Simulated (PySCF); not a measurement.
A structure optimised at PBE0-D3(BJ)/def2-SVP, used in a PySCF frequency run:

```
C
Br 1 1.8613
Br 1 1.8613 2 118.19
Br 1 1.8613 2 118.19 3 153.58
```
Charge 0, spin multiplicity 2.

Task: Write its SMILES, formula and point group.

Result: Br[C](Br)Br, CBr3, C3v

Task: What are its rotational constants (standard atomic weights)?

Result: 1.2377, 1.2377, 0.61996 GHz
